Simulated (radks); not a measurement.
Results of a calculation; reference values are marked as such.
All-electron atom: Ca+ in [Ne] 3s2 3p5 4s2 (not the ground configuration). Level of theory: non-relativistic Kohn-Sham, PBE, spin-polarised, spherical densities, point nucleus; open shells are filled with parallel spins first (a radial shooting solver on a logarithmic mesh with Libxc functionals).

Local quantities along the radius. ELF = 1/(1 + alpha^2) is the electron localisation function; alpha = (tau - tau_W)/tau_unif compares the Pauli kinetic energy density with that of the uniform gas (summed over spins); s = |grad rho|/(2 (3 pi^2)^(1/3) rho^(4/3)) is the reduced gradient; r v_xc is r times the local exchange-correlation potential of spin up (hartree bohr); 4 pi r^2 rho is in e/bohr.

r (bohr),ELF,alpha,s,r v_xc,4 pi r^2 rho
0.005554,1.000,0.01420,0.3987,-0.1235,1.655
0.00729,1.000,0.01559,0.4078,-0.1490,2.660
0.009493,1.000,0.01757,0.4196,-0.1796,4.130
0.01236,1.000,0.02054,0.4354,-0.2167,6.245
0.0161,0.999,0.02519,0.4567,-0.2604,9.123
0.02096,0.999,0.03288,0.4856,-0.3104,12.75
0.02729,0.998,0.04656,0.5250,-0.3648,16.82
0.03554,0.995,0.07317,0.5789,-0.4198,20.63
0.04664,0.983,0.1334,0.6538,-0.4706,23.12
0.06074,0.929,0.2767,0.7434,-0.5063,23.13
0.07909,0.710,0.6397,0.8174,-0.5240,20.76
0.103,0.353,1.352,0.7620,-0.5274,17.81
0.1341,0.259,1.692,0.4921,-0.5417,17.15
0.1746,0.470,1.061,0.2984,-0.6635,20.11
0.2274,0.756,0.5688,0.3432,-0.8018,23.95
0.2984,0.854,0.4137,0.5203,-0.8723,23.37
0.3886,0.780,0.5315,0.7890,-0.8328,16.69
0.506,0.290,1.565,1.030,-0.7159,8.922
0.6589,0.125,2.649,0.5145,-0.6141,5.903
0.8579,0.628,0.7704,0.2736,-0.8820,6.927
1.117,0.862,0.4008,0.5504,-0.9875,6.867
1.455,0.723,0.6188,0.9575,-0.8979,4.259
1.909,0.189,2.074,1.298,-0.7125,1.797
2.486,0.151,2.367,0.8457,-0.6403,1.007
3.237,0.835,0.4448,0.9212,-0.7332,0.7917
4.216,0.996,0.06569,1.768,-0.6132,0.4147
5.489,1.000,0.01125,3.723,-0.4717,0.1108
7.148,1.000,0.002000,9.747,-0.3217,0.01327
9.307,1.000,0.0003446,34.62,-0.1303,0.0005735

On this mesh the ELF has minima near r = 0.13, 0.66, 2.2 bohr, which separate the shells, and maxima near 0.30 (0.85), 1.1 (0.86).
